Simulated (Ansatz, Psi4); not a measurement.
Here is a job for Ansatz (a quantum-chemistry and plane-wave program).
Ansatz 0.2 input:
```yaml
crystal:
  periodic: [false, false, false]
  atoms:
    - {symbol: B, position_ang: [0.00000000, 0.00000000, 0.00000000]}
basis:
  gaussian:
    orbitals: cc-pVDZ
magnetization: {spin_polarized: true, initial_magnetization: 1}
correlation: {method: mp2, electrons: outside_noble_gas}
accuracy: high
```

Question: Convert this to an input for Psi4.

Answer: This is not unique; one that fits is 
```
memory 2 GB

molecule {
0 2
  B     0.00000000    0.00000000    0.00000000
}

set basis cc-pvdz
set reference uhf
set freeze_core true
set mp2_type conv
set scf_type pk
set puream true
set d_convergence 1e-8

energy('mp2')
print_variables()
```

Both were run: Ansatz gave -24.566473 Eh and Psi4 -24.566473 Eh, 0.000 mEh apart.
